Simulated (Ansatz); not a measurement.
## Nudged elastic band run: C$_{2}$H$_{9}$AlGeSi

Input file:

```yaml
crystal:
  periodic: [false, false, false]
  atoms:
    - { symbol: C, position_ang: [-2.028313, 0.734127, -0.400978] }
    - { symbol: C, position_ang: [-0.989463, -0.097276, -0.472607] }
    - { symbol: Al, position_ang: [-0.560016, -0.836231, -2.230859] }
    - { symbol: Ge, position_ang: [-0.010621, -0.519051, 1.176706] }
    - { symbol: Si, position_ang: [2.15985, 0.532651, 1.219626] }
    - { symbol: H, position_ang: [-2.370885, 1.186276, 0.518091] }
    - { symbol: H, position_ang: [-2.609179, 1.013979, -1.267057] }
    - { symbol: H, position_ang: [0.653331, -1.830008, -2.416411] }
    - { symbol: H, position_ang: [-1.464795, -0.410756, -3.454512] }
    - { symbol: H, position_ang: [0.172161, -2.0462, 1.295022] }
    - { symbol: H, position_ang: [-0.833019, -0.04333, 2.39333] }
    - { symbol: H, position_ang: [2.905699, 0.220881, -0.017777] }
    - { symbol: H, position_ang: [2.011397, 1.999662, 1.310356] }
    - { symbol: H, position_ang: [2.950852, 0.066077, 2.375871] }
basis:
  gaussian: { orbitals: def2-mTZVP }
hamiltonian:
  xc: hf
neb:
  order_check: false
  images: 5
  f_tol: 0.03
  max_iterations: 52
  initial_path: idpp
  final_atoms:
    - { symbol: C, position_ang: [-2.06156623, 0.69756032, -0.26779145] }
    - { symbol: C, position_ang: [-0.99938113, -0.08584114, -0.45327788] }
    - { symbol: Al, position_ang: [-0.60425825, -0.63169461, -2.28847603] }
    - { symbol: Ge, position_ang: [0.04645754, -0.63645875, 1.11501546] }
    - { symbol: Si, position_ang: [2.17596452, 0.49283603, 1.21020155] }
    - { symbol: H, position_ang: [-2.38825519, 1.042709, 0.70225977] }
    - { symbol: H, position_ang: [-2.67915689, 1.04219208, -1.08391575] }
    - { symbol: H, position_ang: [0.63077357, -1.56304873, -2.60673968] }
    - { symbol: H, position_ang: [-1.56034628, -0.11860684, -3.43723128] }
    - { symbol: H, position_ang: [0.29216258, -2.15853558, 1.06403298] }
    - { symbol: H, position_ang: [-0.75528937, -0.32770457, 2.39742155] }
    - { symbol: H, position_ang: [3.0248044, -0.07106407, 2.27871629] }
    - { symbol: H, position_ang: [2.88785951, 0.35626282, -0.07768001] }
    - { symbol: H, position_ang: [1.97723023, 1.93219505, 1.47626549] }
```

Run as:

```bash
$ ansatz run input.yaml --threads 2 --pin off --max-ram 3072MiB --backend cpu --events-out ev --progress --plain --runs-dir out
```

Output, in part (warnings, iteration lines, the closing report on the highest movable image, with atoms numbered from 0):

```
NEB end point (image 0): max|allowed force component| = 5.374e-3 eV/Å (the criterion of neb.relax_end_points is 1.000e-2)
NEB end point (image 6): max|allowed force component| = 1.065e-2 eV/Å (the criterion of neb.relax_end_points is 1.000e-2)
NEB iter   1: max|band force component| = 9.536e-1 eV/Å  barrier→ = 0.0868 eV  barrier← = 0.0867 eV  Δτ_max = 0.1520 Å  (266 SCF iters)
NEB iter   2: max|band force component| = 5.110e-1 eV/Å  barrier→ = 0.0752 eV  barrier← = 0.0751 eV  Δτ_max = 0.0883 Å  (172 SCF iters)
NEB iter   3: max|band force component| = 7.223e-1 eV/Å  barrier→ = 0.0536 eV  barrier← = 0.0535 eV  Δτ_max = 0.0440 Å  (175 SCF iters)
NEB iter   4: max|band force component| = 2.773e-1 eV/Å  barrier→ = 0.0440 eV  barrier← = 0.0439 eV  CI = image 3  Δτ_max = 0.0442 Å  (174 SCF iters)
NEB iter   5: max|band force component| = 6.688e-2 eV/Å  barrier→ = 0.0323 eV  barrier← = 0.0322 eV  CI = image 3  Δτ_max = 0.0194 Å  (175 SCF iters)
NEB iter   6: max|band force component| = 1.560e-2 eV/Å  barrier→ = 0.0312 eV  barrier← = 0.0311 eV  CI = image 3  Δτ_max = 0.0000 Å  (336 SCF iters)
Total energy: -73121.44266137 eV, -2687.1634543115 hartree
Atom 0 at    -2.091768     0.702710     0.003495 Å, force     0.008223    -0.013326    -0.015735 eV/Å
Atom 1 at    -1.040160    -0.016257    -0.387434 Å, force     0.000132     0.001024    -0.004177 eV/Å
Atom 2 at    -0.779208    -0.243744    -2.310933 Å, force     0.002375     0.006818     0.004638 eV/Å
Atom 3 at     0.124447    -0.795726     0.987910 Å, force    -0.003504    -0.006210     0.008331 eV/Å
Atom 4 at     2.281477     0.297895     1.105702 Å, force     0.002725     0.001720    -0.006862 eV/Å
Atom 5 at    -2.345421     0.878624     1.038390 Å, force    -0.006339     0.002210     0.002003 eV/Å
Atom 6 at    -2.772828     1.161509    -0.697560 Å, force    -0.002792     0.005319     0.009739 eV/Å
Atom 7 at     0.444262    -1.077678    -2.861974 Å, force     0.006014     0.006817     0.000479 eV/Å
Atom 8 at    -1.821642     0.427095    -3.290426 Å, force    -0.001172    -0.002744    -0.001268 eV/Å
Atom 9 at     0.342201    -2.293516     0.690085 Å, force    -0.002491    -0.003926     0.004654 eV/Å
Atom 10 at    -0.577057    -0.685207     2.358477 Å, force    -0.000067     0.005937     0.001508 eV/Å
Atom 11 at     3.361985    -0.600929     0.652485 Å, force    -0.006798     0.004721     0.000410 eV/Å
Atom 12 at     2.290606     1.502123     0.247303 Å, force    -0.000894    -0.008653     0.005106 eV/Å
Atom 13 at     2.570103     0.713901     2.493282 Å, force     0.004590     0.000293    -0.008826 eV/Å
Dipole moment:    -0.167692     0.094617     0.030723 e Å
```

The forces met the threshold. A vibrational analysis at the climbing image gives one clearly imaginary mode, 74i cm⁻¹: a first-order saddle point.

Final band (atoms are numbered from 1 in the order of the input):

```json
{"image": "0", "path coordinate (Å)": "0.00", "energy (kJ/mol)": "0.0", "dihedral C2–Ge4–Si5–H12 (°)": "-52"}
{"image": "1", "path coordinate (Å)": "0.79", "energy (kJ/mol)": "0.7", "dihedral C2–Ge4–Si5–H12 (°)": "-72"}
{"image": "2", "path coordinate (Å)": "1.58", "energy (kJ/mol)": "2.2", "dihedral C2–Ge4–Si5–H12 (°)": "-92"}
{"image": "3", "path coordinate (Å)": "2.36", "energy (kJ/mol)": "3.0", "dihedral C2–Ge4–Si5–H12 (°)": "-112"}
{"image": "4", "path coordinate (Å)": "3.15", "energy (kJ/mol)": "2.3", "dihedral C2–Ge4–Si5–H12 (°)": "-132"}
{"image": "5", "path coordinate (Å)": "3.93", "energy (kJ/mol)": "0.8", "dihedral C2–Ge4–Si5–H12 (°)": "-152"}
{"image": "6", "path coordinate (Å)": "4.71", "energy (kJ/mol)": "0.0", "dihedral C2–Ge4–Si5–H12 (°)": "-172"}
```

Time of the run: 2.4 min on 2 threads of Intel(R) Xeon(R) Platinum 8488C (Sapphire Rapids) (shared host), peak memory 0.44 GiB.
